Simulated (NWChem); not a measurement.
C₄H₄ClF; SMILES C(=CF)=C(Cl)C

All runs: NWChem. The geometry was optimised at PBE-D3(BJ)/def2-SVP. Total energies compare along this basis series because the functional is fixed.

```json
[
 {"level": "B3LYP/cc-pVDZ", "basis functions": "108", "energy (Ha)": "-714.8318", "highest occupied level (eV)": "[?]", "orbital gap (eV)": "[?]", "dipole (D)": "[?]"},
 {"level": "B3LYP/aug-cc-pVDZ", "basis functions": "178", "energy (Ha)": "-714.8555", "highest occupied level (eV)": "-7.52", "orbital gap (eV)": "6.37", "dipole (D)": "2.10"},
 {"level": "B3LYP/cc-pVTZ", "basis functions": "240", "energy (Ha)": "-714.9347", "highest occupied level (eV)": "-7.45", "orbital gap (eV)": "6.48", "dipole (D)": "2.03"}
]
```

Question: Some entries are withheld; supply them.

Answer: 
- B3LYP/cc-pVDZ, highest occupied level (eV): -7.28
- B3LYP/cc-pVDZ, orbital gap (eV): 6.55
- B3LYP/cc-pVDZ, dipole (D): 1.95
